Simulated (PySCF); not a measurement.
From one molecule to another.

First species: C2H8O3Si3.
SMILES: `C#C[SiH2]O[Si@H](O)O[SiH3]`

Second species: C8H5FS.
InChI=1S/C8H5FS/c9-8-3-1-2-6-4-10-5-7(6)8/h1-5H

Levels: wB97X-D/def2-SVPD for dipole moment, HOMO energy, LUMO energy, HOMO–LUMO gap, static isotropic polarisability and electronic spatial extent ⟨r²⟩ about the centre of nuclear charge; TDDFT wB97X-D/def2-SVPD for lowest singlet excitation; TDA wB97X-D/def2-SVPD for lowest triplet excitation (Tamm–Dancoff); GFN2-xTB for rotational constant A and rotational constant C. Geometries: GFN2-xTB. All species are isolated and taken at one optimised geometry, non-relativistic unless stated. Electronic properties by PySCF.

Dipoles, sizes and rotational constants follow the conformer. The torsions of the flexible species, by atom-mapped SMILES:
- `[CH:1]#[C:2][SiH2:3][O:4][Si@H:5]([OH:6])[O:7][SiH3:8]`: C2–Si3–O4–Si5 18°, Si3–O4–Si5–O6 153°, O4–Si5–O7–Si8 -35°, H–O6–Si5–O4 -68°

Values for the first species:

* Dipole moment: 1.93 D
* HOMO energy: -10.34 eV
* LUMO energy: 1.05 eV
* HOMO–LUMO gap: 11.39 eV
* Lowest singlet excitation: 6.00 eV
* Lowest triplet excitation (Tamm–Dancoff): 5.12 eV
* Static isotropic polarisability: 100.4 au
* Electronic spatial extent ⟨r²⟩ about the centre of nuclear charge: 1820 bohr²
* Rotational constant A: 1.379 GHz
* Rotational constant C: 0.618 GHz

Q: Estimate the same properties for the second species, and the change in each.

A: 
| property | first | second | second less first |
| --- | --- | --- | --- |
| dipole moment | 1.93 D | 1.54 D | -0.39 D |
| HOMO energy | -10.34 eV | -7.73 eV | +2.61 eV |
| LUMO energy | 1.05 eV | -0.15 eV | -1.20 eV |
| HOMO–LUMO gap | 11.39 eV | 7.58 eV | -3.81 eV |
| lowest singlet excitation | 6.00 eV | 3.87 eV | -2.13 eV |
| lowest triplet excitation (Tamm–Dancoff) | 5.12 eV | 2.35 eV | -2.77 eV |
| static isotropic polarisability | 100.4 au | 110.6 au | +10.2 au |
| electronic spatial extent ⟨r²⟩ about the centre of nuclear charge | 1820 bohr² | 1501 bohr² | -319 bohr² |
| rotational constant A | 1.379 GHz | 2.108 GHz | +0.729 GHz |
| rotational constant C | 0.618 GHz | 0.701 GHz | +0.083 GHz |

On the first: The vertical singlet–triplet gap S1 − T1 is 0.88 eV (TDDFT singlet less Tamm–Dancoff triplet; S1: HOMO→LUMO, weight 0.71; T1: HOMO−1→LUMO, weight 0.33, beside HOMO→LUMO+1, weight 0.24). No computed singlet falls in the visible range (750 to 380 nm, 1.65 to 3.26 eV); S1 lies 2.74 eV above its blue end.

On the second: In atomic units the dipole is 0.61 e·bohr (1 au = 2.5417 D). S1 lies 3.71 eV below the HOMO–LUMO gap; its leading configuration is HOMO→LUMO, weight 0.98.
